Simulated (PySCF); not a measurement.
Mayer bond orders and bond lengths

C2H15NSi4.
Atom-mapped SMILES: `[CH3:1][N:2]([CH3:3])[SiH2:4][SiH:5]([SiH3:6])[SiH3:7]` (hydrogens: H8, H9, H10 on C1; H11, H12, H13 on C3; H14, H15 on Si4; H16 on Si5; H17, H18, H19 on Si6; H20, H21, H22 on Si7)

Geometry (PBE0-D3(BJ)/def2-SVP, Å), atoms numbered from 1 in this order:
```xyz
22
C2H15NSi4 angstrom
C     -2.7322    1.0043   -0.5973
N     -1.5155    0.2807   -0.3225
C     -1.5584   -0.4923    0.8937
Si    -0.3890   -0.1296   -1.5873
Si     1.7637   -0.1076   -0.6461
Si     1.7407    1.6905    0.8581
Si     2.3464   -2.0787    0.4817
H     -3.6070    0.3391   -0.7491
H     -2.9776    1.6820    0.2409
H     -2.6208    1.6222   -1.5004
H     -0.5831   -0.9627    1.0951
H     -2.3164   -1.3016    0.8664
H     -1.7922    0.1517    1.7611
H     -0.4891    0.9502   -2.6168
H     -0.6566   -1.4402   -2.2790
H      2.7774    0.1398   -1.7241
H      1.2624    2.9320    0.1754
H      3.1007    1.9503    1.4260
H      0.8147    1.3759    1.9894
H      1.4612   -2.2586    1.6753
H      3.7639   -2.0174    0.9553
H      2.1859   -3.2724   -0.4053
```

Bond orders from the PBE0/pcSseg-1 density (PySCF). One conformer (not necessarily the lowest) at the PBE0-D3(BJ)/def2-SVP geometry, without solvent, vibrations or thermal averaging.

Question: How far do the computed orders between heavy atoms stray from the drawn ones?

Answer: The largest departure is 0.152, at Si4–Si5 (drawn single, 0.848). Drawn single, order below 0.88: Si4–Si5 (0.848) and Si5–Si6 (0.861).

Question: Set the Mayer orders of the bonds between heavy atoms beside their lengths.

Answer: 
| bond | drawn as | length (Å) | Mayer order |
| --- | --- | --- | --- |
| C1–N2 | single | 1.442 | 0.960 |
| N2–C3 | single | 1.442 | 0.956 |
| N2–Si4 | single | 1.743 | 0.951 |
| Si4–Si5 | single | 2.350 | 0.848 |
| Si5–Si6 | single | 2.344 | 0.861 |
| Si5–Si7 | single | 2.344 | 0.883 |

By pair of heavy elements: C–N: all 2 within 0.02 of one another (0.956 to 0.960). Si–Si: lowest Si4–Si5 (0.848, 2.350 Å), highest Si5–Si7 (0.883, 2.344 Å).

Question: And the bonds to hydrogen?

Answer: C–H: 0.95 to 0.97 (6 bonds); H–Si: 0.88 to 0.94 (9 bonds).

Question: Sum the orders of all bonds at each heavy atom with more than one neighbour and set the sums beside the valence in the SMILES.

Answer: C1 3.845 (drawn 4), N2 2.867 (drawn 3), C3 3.822 (drawn 4), Si4 3.620 (drawn 4), Si5 3.523 (drawn 4), Si6 3.645 (drawn 4), Si7 3.664 (drawn 4). Orders between atoms that aren't bonded are not in these sums.

Mayer orders depend on the basis set.
